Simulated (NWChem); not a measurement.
Molecule: BiBrF2; SMILES [F][Bi]([Br])[F]

Computed with NWChem. Coordinates come from a PBE0/def2-SVP optimisation. No frequency run checked for a minimum. def2 effective core potentials on Bi; no spin-orbit coupling. Ions are spin-unrestricted doublets at the neutral geometry; other ion states weren't tried.

**Question.** What does the run give for PBE/def2-SVP? Quantities: vertical ionisation energy, ΔSCF (eV); −ε(HOMO) (eV).

**Answer.** 
```json
{
  "vertical ionisation energy, ΔSCF (eV)": "10.55",
  "−ε(HOMO) (eV)": "7.19"
}
```
